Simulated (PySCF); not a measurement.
**How methods differ on the ionisation energy of Sn³⁸⁺**

Sn³⁸⁺ [Ne] 3s2 → Sn³⁹⁺ [Ne] 3s1 [3s1/2^1, M_J = 1/2], as a difference of total energies. Calculation: PySCF 2.14, in an even-tempered Gaussian basis (18 s from 7.7 bohr⁻², ratio 2.4; 13 p from 10 bohr⁻², ratio 2.4; 4 d from 33 bohr⁻², ratio 2.6; 4 f from 50 bohr⁻², ratio 2.6); the two-component X2C-1e Hamiltonian. Correlated levels: 1s2 frozen; the 48 highest virtual spinors dropped. "Screened" scales the spin-orbit matrix elements by Boettger's factors to mimic the two-electron term; Breit and QED terms are absent.

| method | ionisation energy (eV) |
| --- | --- |
| GHF (spin-free) | 2680.8 |
| GHF (screened spin-orbit) | 2680.7 |
| GMP2 (screened spin-orbit) | 2684.1 |

Task: How much does correlation contribute at GMP2 (screened spin-orbit)?

Result: 2684.1 − (2680.7) = 3.4 eV, measured against GHF (screened spin-orbit).

Breit and QED terms and the two-electron picture change are absent.

For comparison: 2687 ± 4 eV (semi-empirical (NIST evaluation); NIST Atomic Spectra Database, ionization energies).
